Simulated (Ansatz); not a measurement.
Method: PBE-D3(BJ)/def2-SVP in Ansatz (an electronic-structure program). No frequencies were computed at this level.

Ansatz 0.2 input:
```yaml
crystal:
  periodic: [false, false, false]
  atoms:
    - { symbol: C, position_ang: [-0.409461, 2.880173, -1.093482] }
    - { symbol: C, position_ang: [-0.30315, 1.761493, -0.668114] }
    - { symbol: C, position_ang: [-0.142702, 0.449021, -0.169408] }
    - { symbol: C, position_ang: [-1.254501, -0.331188, 0.150335] }
    - { symbol: Si, position_ang: [-2.994509, 0.362738, -0.081737] }
    - { symbol: C, position_ang: [-1.048789, -1.624319, 0.641122] }
    - { symbol: C, position_ang: [0.211376, -2.156665, 0.82084] }
    - { symbol: C, position_ang: [1.307876, -1.370634, 0.499499] }
    - { symbol: S, position_ang: [2.989765, -1.801307, 0.632437] }
    - { symbol: C, position_ang: [3.455839, -0.244929, 0.028489] }
    - { symbol: C, position_ang: [2.411112, 0.558029, -0.258888] }
    - { symbol: C, position_ang: [1.154692, -0.064519, 0.002735] }
    - { symbol: H, position_ang: [-0.514904, 3.855046, -1.466734] }
    - { symbol: H, position_ang: [-3.945695, -0.671717, 0.331968] }
    - { symbol: H, position_ang: [-3.200716, 0.699697, -1.491418] }
    - { symbol: H, position_ang: [-3.157981, 1.556694, 0.749573] }
    - { symbol: H, position_ang: [-1.910554, -2.227231, 0.888022] }
    - { symbol: H, position_ang: [0.347726, -3.157411, 1.200965] }
    - { symbol: H, position_ang: [4.502106, -0.031147, -0.073062] }
    - { symbol: H, position_ang: [2.502471, 1.558179, -0.643139] }
basis:
  gaussian: { orbitals: def2-svp }
hamiltonian:
  xc: pbe
  dispersion: d3bj
relax:
  max_steps: 150
```

Output:

```
Functional definition: PBE
2445 factors; their error is unknown
mean field evaluation 1: about -29152.4033 eV, gradient 9.0e1 eV
mean field evaluation 2: about -29050.5656 eV, gradient 2.0e2 eV
mean field evaluation 4: about -29171.6499 eV, gradient 4.0e1 eV
mean field evaluation 8: about -29175.7814 eV, gradient 8.9e-1 eV
mean field evaluation 16: about -29175.6248 eV, gradient 2.0e-2 eV
mean field -29175.62481188 eV, -1072.1844358878 hartree, gradient 6.4e-5 eV, S^2 0.000000; 0 other end points of the search recorded, 0 dependent functions left out
reference -29175.62485762 eV, -1072.1844375688 hartree; 49, 49 occupied and 167, 167 virtual orbitals, 2445 factors
relax step   1: F+E_penalty+E_count = -29176.38777193 eV  Δ(F+E_penalty+E_count) = +0.000e0 eV  max|allowed force component| = 1.758e0 eV/Å  Δτ_max = 0.0000 Å  (36 SCF iters, accepted)
these checks for a lower state are left out or cut short: starts, cluster_reference, orbital_swaps, neighbouring_geometries, increment
2445 factors; their error is unknown
mean field -29175.85048912 eV, -1072.1927293735 hartree, gradient 1.6e-5 eV, S^2 0.000000; 0 other end points of the search recorded, 0 dependent functions left out
reference -29175.85053572 eV, -1072.1927310860 hartree; 49, 49 occupied and 167, 167 virtual orbitals, 2445 factors
relax step   2: F+E_penalty+E_count = -29176.60698411 eV  Δ(F+E_penalty+E_count) = -2.192e-1 eV  max|allowed force component| = 2.643e-1 eV/Å  Δτ_max = 0.0710 Å  (36 SCF iters, accepted)
these checks for a lower state are left out or cut short: starts, cluster_reference, orbital_swaps, neighbouring_geometries, increment
2445 factors; their error is unknown
mean field evaluation 32: about -29176.0242 eV, gradient 1.6e0 eV
mean field -29175.86802993 eV, -1072.1933739864 hartree, gradient 1.7e-5 eV, S^2 0.000000; 0 other end points of the search recorded, 0 dependent functions left out
reference -29175.86807679 eV, -1072.1933757085 hartree; 49, 49 occupied and 167, 167 virtual orbitals, 2445 factors
relax step   3: F+E_penalty+E_count = -29176.62251432 eV  Δ(F+E_penalty+E_count) = -1.553e-2 eV  max|allowed force component| = 1.098e-1 eV/Å  Δτ_max = 0.0249 Å  (36 SCF iters, accepted)
these checks for a lower state are left out or cut short: starts, cluster_reference, orbital_swaps, neighbouring_geometries, increment
2445 factors; their error is unknown
mean field -29175.86856467 eV, -1072.1933936375 hartree, gradient 1.7e-5 eV, S^2 0.000000; 0 other end points of the search recorded, 0 dependent functions left out
reference -29175.86861154 eV, -1072.1933953601 hartree; 49, 49 occupied and 167, 167 virtual orbitals, 2445 factors
relax step   4: F+E_penalty+E_count = -29176.62295603 eV  Δ(F+E_penalty+E_count) = -4.417e-4 eV  max|allowed force component| = 4.682e-2 eV/Å  Δτ_max = 0.0091 Å  (37 SCF iters, accepted)
these checks for a lower state are left out or cut short: starts, cluster_reference, orbital_swaps, neighbouring_geometries, increment
2445 factors; their error is unknown
mean field -29175.86895154 eV, -1072.1934078549 hartree, gradient 1.7e-5 eV, S^2 0.000000; 0 other end points of the search recorded, 0 dependent functions left out
reference -29175.86899843 eV, -1072.1934095782 hartree; 49, 49 occupied and 167, 167 virtual orbitals, 2445 factors
relax step   5: F+E_penalty+E_count = -29176.62330836 eV  Δ(F+E_penalty+E_count) = -3.523e-4 eV  max|allowed force component| = 5.610e-2 eV/Å  Δτ_max = 0.0182 Å  (36 SCF iters, accepted)
these checks for a lower state are left out or cut short: starts, cluster_reference, orbital_swaps, neighbouring_geometries, increment
2445 factors; their error is unknown
mean field -29175.86902914 eV, -1072.1934107067 hartree, gradient 1.7e-5 eV, S^2 0.000000; 0 other end points of the search recorded, 0 dependent functions left out
reference -29175.86907604 eV, -1072.1934124302 hartree; 49, 49 occupied and 167, 167 virtual orbitals, 2445 factors
relax step   6: F+E_penalty+E_count = -29176.62342794 eV  Δ(F+E_penalty+E_count) = -1.196e-4 eV  max|allowed force component| = 3.080e-2 eV/Å  Δτ_max = 0.0150 Å  (36 SCF iters, accepted)
these checks for a lower state are left out or cut short: starts, cluster_reference, orbital_swaps, neighbouring_geometries, increment
2445 factors; their error is unknown
mean field evaluation 64: about -29175.8690 eV, gradient 2.1e-3 eV
mean field -29175.86903538 eV, -1072.1934109361 hartree, gradient 1.7e-5 eV, S^2 0.000000; 0 other end points of the search recorded, 0 dependent functions left out
reference -29175.86908229 eV, -1072.1934126597 hartree; 49, 49 occupied and 167, 167 virtual orbitals, 2445 factors
relax step   7: F+E_penalty+E_count = -29176.62351386 eV  Δ(F+E_penalty+E_count) = -8.591e-5 eV  max|allowed force component| = 1.254e-2 eV/Å  Δτ_max = 0.0099 Å  (37 SCF iters, accepted)
these checks for a lower state are left out or cut short: starts, cluster_reference, orbital_swaps, neighbouring_geometries, increment
2445 factors; their error is unknown
mean field -29175.86902801 eV, -1072.1934106651 hartree, gradient 1.7e-5 eV, S^2 0.000000; 0 other end points of the search recorded, 0 dependent functions left out
reference -29175.86907492 eV, -1072.1934123890 hartree; 49, 49 occupied and 167, 167 virtual orbitals, 2445 factors
relax step   8: F+E_penalty+E_count = -29176.62353639 eV  Δ(F+E_penalty+E_count) = -2.253e-5 eV  max|allowed force component| = 5.646e-3 eV/Å  Δτ_max = 0.0041 Å  (37 SCF iters, accepted)
2445 factors; their error is unknown
mean field evaluation 96: about -29175.8690 eV, gradient 6.6e-4 eV
mean field -29175.86902801 eV, -1072.1934106651 hartree, gradient 2.1e-5 eV, S^2 0.000000; 1 other end points of the search recorded, 0 dependent functions left out
reference -29175.86907492 eV, -1072.1934123890 hartree; 49, 49 occupied and 167, 167 virtual orbitals, 2445 factors
Total energy: -29176.62358330 eV, -1072.2211400605 hartree
Atom 0 at    -0.453464     2.932836    -1.112630 Å, force     0.005646    -0.000697    -0.000025 eV/Å
Atom 1 at    -0.291953     1.795640    -0.681027 Å, force     0.001882    -0.000934    -0.000009 eV/Å
Atom 2 at    -0.125515     0.470276    -0.177461 Å, force     0.000147     0.000035     0.000096 eV/Å
Atom 3 at    -1.257808    -0.323314     0.147519 Å, force    -0.000804    -0.003137     0.001185 eV/Å
Atom 4 at    -3.004714     0.363298    -0.082563 Å, force    -0.000664     0.002107    -0.001014 eV/Å
Atom 5 at    -1.062299    -1.636147     0.646331 Å, force     0.000362    -0.000258    -0.000094 eV/Å
Atom 6 at     0.213034    -2.181505     0.831041 Å, force    -0.000840     0.000057     0.000167 eV/Å
Atom 7 at     1.327661    -1.390341     0.506828 Å, force     0.000643    -0.001877     0.001827 eV/Å
Atom 8 at     3.015686    -1.835382     0.645087 Å, force    -0.000128     0.000315    -0.001127 eV/Å
Atom 9 at     3.514122    -0.275726     0.038536 Å, force    -0.001413    -0.001296    -0.000922 eV/Å
Atom 10 at     2.460221     0.552983    -0.258420 Å, force    -0.001187     0.000898     0.000740 eV/Å
Atom 11 at     1.187182    -0.063132     0.001604 Å, force    -0.000810     0.004054    -0.001011 eV/Å
Atom 12 at    -0.602404     3.933771    -1.492454 Å, force    -0.003536    -0.000413     0.000271 eV/Å
Atom 13 at    -3.973099    -0.707114     0.345053 Å, force    -0.000216    -0.000059     0.000176 eV/Å
Atom 14 at    -3.270367     0.716919    -1.520143 Å, force     0.000214    -0.000099     0.000346 eV/Å
Atom 15 at    -3.227794     1.589323     0.759630 Å, force    -0.000008    -0.000139     0.000070 eV/Å
Atom 16 at    -1.941277    -2.249720     0.897732 Å, force     0.000134     0.000025     0.000240 eV/Å
Atom 17 at     0.337038    -3.202736     1.220007 Å, force     0.000063    -0.000222    -0.000658 eV/Å
Atom 18 at     4.585583    -0.062465    -0.064414 Å, force     0.000175     0.001013     0.001328 eV/Å
Atom 19 at     2.570169     1.572537    -0.650252 Å, force     0.000341     0.000626    -0.001585 eV/Å
Dipole moment:     0.253134     0.002074    -0.005561 e Å
```

Cost: about 2.4 core-minutes (a rough figure).
